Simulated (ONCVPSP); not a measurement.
**W (Z = 74): one change to an ONCV potential, before and after**

tungsten (W), optimised norm-conserving Vanderbilt (ONCV), made with ONCVPSP 4.0.1 (PBE, scalar-relativistic). Core [Kr] 4d10 4f14, reference 5s2 5p6 5d4 6s2. Waves: 5s+6s: rc 1.90 bohr, ncon 4, nbas 8, qcut 5.4 1/bohr, 3 projectors, debl 2.6 Ha; 5p: rc 1.40 bohr, ncon 4, nbas 8, qcut 7 1/bohr, 1 projector; 5d: rc 2.40 bohr, ncon 4, nbas 9, qcut 5.2 1/bohr, 2 projectors, debl 0.8 Ha. Local part: polynomial inside 1.20 bohr (lpopt 5, dvloc0 0 Ha). Core correction: Teter function, fcfact 4.75, rcfact 1.45.

All-electron outer shells of the reference configuration (PBE, scalar-relativistic, ld1.x):

| shell | level (eV) | outermost node (bohr) | outermost maximum (bohr) |
| --- | --- | --- | --- |
| 5s | -79.07 | 0.53 | 0.96 |
| 5p | -43.20 | 0.57 | 1.09 |
| 4f | -33.21 | – | 0.43 |
| 6s | -5.71 | 1.28 | 2.67 |
| 5d | -4.48 | 0.63 | 1.49 |

Change: p: rc 2.

Cutoffs: the cutoffs (Ha) at which the residual kinetic energy of the hardest occupied pseudo-wave falls to 1 and 0.1 mHa per electron; they do not see the model core or the augmentation charge, which bear on the density cutoff. Errors are all-electron minus pseudo energies relative to the spin-unpolarised reference configuration.

What does the change do?

The potential gets softer (24 Ha and 92 Ha → 11 Ha and 16 Ha); of the 4 tests that both files solve, the error grows in 1 and shrinks in 1 by more than 15 % and 0.3 meV (median size 18.6 → 16.0 meV); neither file shows a bound ghost. A larger radius leaves more room for a smooth pseudo-wave, so fewer plane waves are needed.

```csv
quantity,base,changed
"cutoff, loose",24 Ha,11 Ha
"cutoff, tight",92 Ha,16 Ha
loose cutoff by channel,"s 11 Ha, p 24 Ha, d 11 Ha","s 11 Ha, p 11 Ha, d 11 Ha"
bound ghosts,none,none
GHOST(+) flags under 300 eV,s at 218.7 eV,s at 218.7 eV
"error for 5s2 5p6 5d4 6s1, meV [ΔE 8.88 eV]",-4.7,-4.5
"error for 5s2 5p6 5d4 6s0, meV [ΔE 24.56 eV]",-17,-16
"error for 5s2 5p6 5d3 6s0, meV [ΔE 49.95 eV]",-20,-16
"error for 5s2 5p6 5d3 6s2 6p1, meV [ΔE 4.02 eV]",+69,+171
s: phases at 1.93 bohr within 0.05 rad from the reference energy up to (Ha; the scan ends near 5),to the end of the scan,to the end of the scan
d: phases at 2.44 bohr within 0.05 rad from the reference energy up to (Ha; the scan ends near 5),to the end of the scan,to the end of the scan
"rms error of d²Exc/dni dnj with the model core, mHa",1.56,1.45
```
